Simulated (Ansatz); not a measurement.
Reactions of C$_{2}$H$_{10}$OSi$_{2}$ (`CO[SiH](C)[SiH3]`).

Isolated molecules relaxed with PBE0-D4/def2-TZVP in Ansatz; ΔE leaves out vibrations. CBS: MP2 limit from def2 TZ/QZ plus the TZ coupled-cluster correction, frozen cores. This one scheme is used for every species. DFT in def2-TZVPP. Triplets are unrestricted, without spin–orbit coupling. One conformer a species, not always the lowest.

| reaction | CCSD(T)/CBS(def2) (kJ/mol) |
| --- | --- |
| `CO[SiH](C)[SiH3]` + H₂O → `CO[SiH](C)O` + SiH₄ | -119 |
| `CO[SiH](C)[SiH3]` → `C[SiH](C)O[SiH3]` | -216 |
| `CO[SiH](C)[SiH3]` + H₂ → `CO[SiH2][SiH3]` + CH₄ | ? |
| `CO[SiH](C)[SiH3]` → `[CH2]` (triplet) + `C[SiH](O)[SiH3]` | 381 |

Task: Fill in the missing values. (Best estimate.)

Result: Computed: `CO[SiH](C)[SiH3]` + H₂ → `CO[SiH2][SiH3]` + CH₄: -21.4 kJ/mol.

Largest T1 diagnostic: 0.012, for `CO[SiH2][SiH3]`.
